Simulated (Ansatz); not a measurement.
Geometry optimisation, RKS PBE/def2-SVP (Ansatz).

Input:

```yaml
crystal:
  periodic: [false, false, false]
  atoms:
    - { symbol: Al, position_ang: [0.0, 0.0, 0.0] }
    - { symbol: O, position_ang: [0.0, 0.0, 1.78] }
    - { symbol: H, position_ang: [-0.9095, -0.2814, 2.1171] }
    - { symbol: "N", position_ang: [1.6627, 0.0, -0.96] }
    - { symbol: H, position_ang: [2.1293, -0.9179, -1.2118] }
    - { symbol: H, position_ang: [2.1141, 0.9179, -1.2382] }
    - { symbol: "N", position_ang: [-1.6627, 0.0, -0.96] }
    - { symbol: H, position_ang: [-2.3316, -0.8164, -0.8614] }
    - { symbol: H, position_ang: [-1.9118, 0.8164, -1.5886] }
basis:
  gaussian: { orbitals: def2-SVP }
hamiltonian:
  xc: pbe
relax:
  f_tol: 0.02
  max_steps: 40
```

Launched with:

```bash
$ ansatz run input.yaml --threads 2 --pin off --max-ram 3072MiB --backend cpu --events-out ev --progress --plain --runs-dir out
```

Question: Where does it end, and by what steps?

Answer: It converged. After 10 steps the energy has fallen by 1.131 eV; H5 moved furthest, 1.21 Å.

```json
{"step": "0", "energy less start (eV)": "0.0000", "largest force component (eV/Å)": "1.725", "accepted": "yes"}
{"step": "1", "energy less start (eV)": "-0.5153", "largest force component (eV/Å)": "2.312", "accepted": "yes"}
{"step": "2", "energy less start (eV)": "-0.7646", "largest force component (eV/Å)": "1.603", "accepted": "yes"}
{"step": "3", "energy less start (eV)": "-0.8869", "largest force component (eV/Å)": "0.725", "accepted": "yes"}
{"step": "4", "energy less start (eV)": "-0.9649", "largest force component (eV/Å)": "0.513", "accepted": "yes"}
{"step": "5", "energy less start (eV)": "-1.0207", "largest force component (eV/Å)": "0.366", "accepted": "yes"}
{"step": "6", "energy less start (eV)": "-1.0721", "largest force component (eV/Å)": "0.221", "accepted": "yes"}
{"step": "7", "energy less start (eV)": "-1.1089", "largest force component (eV/Å)": "0.209", "accepted": "yes"}
{"step": "8", "energy less start (eV)": "-1.1280", "largest force component (eV/Å)": "0.042", "accepted": "yes"}
{"step": "9", "energy less start (eV)": "-1.1289", "largest force component (eV/Å)": "0.060", "accepted": "yes"}
{"step": "10", "energy less start (eV)": "-1.1305", "largest force component (eV/Å)": "0.012", "accepted": "yes"}
```

```xyz
9
Properties=species:S:1:pos:R:3
Al -0.044 -0.051 -0.060
O 0.017 -0.093 1.663
H -0.762 0.067 2.216
N 1.520 0.098 -0.898
H 1.684 -0.021 -1.898
H 2.405 0.258 -0.415
N -1.577 -0.148 -0.972
H -2.481 -0.424 -0.587
H -1.672 0.032 -1.973
```

Whether the end is a true minimum wasn't checked by a vibrational analysis.

The run took 20 s on 2 threads of Intel(R) Xeon(R) Platinum 8175M CPU @ 2.50GHz (Skylake/Cascade Lake), with other jobs on the host, peak memory 0.14 GiB.
